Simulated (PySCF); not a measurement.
# Zn²⁺ (zinc, charge +2) across methods

[Ar] 3d9 4s1, high-spin 3D determinant (an excited configuration). Computed with PySCF 2.14 in aug-cc-pwCVDZ-PP with ECP10MDF (6s6p5d3f, 70 functions), with scalar relativity through the core potential.

| method | E (hartree) | mean ε 3d α (eV) | mean ε 3d β (eV) | mean ε 4s α (eV) | Σ⟨r²⟩ (bohr²) | ⟨S²⟩ |
| --- | --- | --- | --- | --- | --- | --- |
| UHF | -224.74808 | -51.105 | -49.160 | -29.004 | 17.87 | 2.001 |
| r2SCAN | -225.6334 | -39.511 | -37.882 | -26.429 | 17.90 | 2.001 |
| M06 | -225.7790 | -42.723 | -40.943 | -27.213 | 17.86 | 2.000 |
| LDA | -225.3050 | -39.439 | -37.848 | -26.399 | 18.00 | 2.000 |
| PW91 | -225.8215 | -39.275 | -37.793 | -26.133 | 17.96 | 2.000 |
| wB97M-V | -225.5794 | -44.710 | -43.249 | -29.011 | 17.97 | 2.000 |
| B97-3 | -225.7535 | -42.619 | -41.124 | -26.762 | 17.90 | 2.000 |
| PBE0 | -225.6961 | -42.401 | -40.804 | -26.888 | 17.90 | 2.000 |

(1) Estimate the same row for PBE.

Energies and moments cover only the electrons outside the core potential.

Results:

(1) E (hartree) = -225.7304; mean ε 3d α (eV) = -39.157; mean ε 3d β (eV) = -37.653; mean ε 4s α (eV) = -26.009; Σ⟨r²⟩ (bohr²) = 17.97; ⟨S²⟩ = 2.000.
